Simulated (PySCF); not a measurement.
**Computed properties of Si(H)(Cl)(Me)(OMe) (C₂H₇ClOSi), SMILES CO[SiH](C)Cl**

C2H7ClOSi, SMILES CO[SiH](C)Cl. Geometry optimised at B3LYP-D3(BJ)/def2-SVP. The values are those of a single conformer. All values are computed for the isolated molecule unless a solvent is named; none is compared with measurement here.

**Structure.** All 30 harmonic modes at B3LYP-D3(BJ)/def2-SVP (PySCF) are real, so it is a minimum. With heavy atoms numbered as in [SiH:1]([CH3:2])([Cl:3])[O:4][CH3:5], the shortest bond between them is O4–C5 at 1.412 Å and the longest Si1–Cl3 at 2.092 Å.

**Vibrations.** The strongest infrared lines (harmonic, unscaled, degenerate partners summed) lie at 1151 cm⁻¹ (230 km/mol, O 42 %, C 33 %, H 22 %), 887 cm⁻¹ (226 km/mol, H 75 %, Si 15 %, C 9 %), 908 cm⁻¹ (159 km/mol, H 70 %, Si 18 %, C 11 %). The softest mode is at 86 cm⁻¹ and the zero-point energy is 56.3 kcal/mol.

**Electronic structure.** CAM-B3LYP/def2-TZVP (PySCF) places the frontier levels at -9.83 and 1.86 eV, a gap of 11.69 eV, and gives a dipole moment of 1.35 D and a mean polarisability of 63.6 bohr³. PBE/def2-TZVP (PySCF) at the same geometry gives -6.86 and 0.05 eV, so its gap is 4.78 eV narrower. An orbital gap is neither the optical nor the fundamental gap.

**Excitations.** TDDFT-ωB97X/def2-SVPD (PySCF) has S1 at 8.20 eV (151 nm, f = 0.017, weak); the most intense of the 10 singlets computed lies at 9.38 eV (f = 0.10). T1 (TDA) is at 7.87 eV. TDDFT-PBE/def2-SVPD (PySCF) puts S1 at 6.87 eV. No vertical singlet excitation falls in the visible range (under 3.1 eV).

**NMR.** GIAO shifts at PBE0/pcSseg-1 (PySCF) (non-relativistic, atoms alike by connectivity averaged): ¹³C from 4.5 to 55.4 ppm against TMS; ¹H from 0.8 to 5.6 ppm against TMS; ²⁹Si at 11.5 ppm against TMS. Without spin–orbit terms, shifts of atoms bonded to Cl or Br come out too high.

**Solvation.** SMD-PBE0/def2-SVP (PySCF) gives -0.1 kcal/mol in water, -2.8 kcal/mol in cyclohexanone, -3.0 kcal/mol in tetrahydrofuran (1 M in both phases, gas-phase geometry); of these solvents tetrahydrofuran holds the molecule best.
